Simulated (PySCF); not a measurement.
C4H4, SMILES C1=CC=C1.

Geometry optimised at PBE0-D3(BJ)/def2-SVP.

These are PBE0/def2-TZVPD (PySCF) values and carry that method's errors.

Isolated molecule, no solvent.

Computed frontier levels, gap, dipole moment and polarisability:
```yaml
highest_occupied_level: -5.57 eV
lowest_empty_level: -1.70 eV
orbital_gap: 3.87 eV
dipole_moment: 0.00 D
quadrupole, principal values (traceless, Buckingham form, about the centre of nuclear charge): -5.35, 1.44, 3.91 D·Å
mean_static_polarisability: 44.6 bohr³ (6.61 Å³)
polarisability_principal_values: 32.8, 48.4, 52.7 bohr³
```
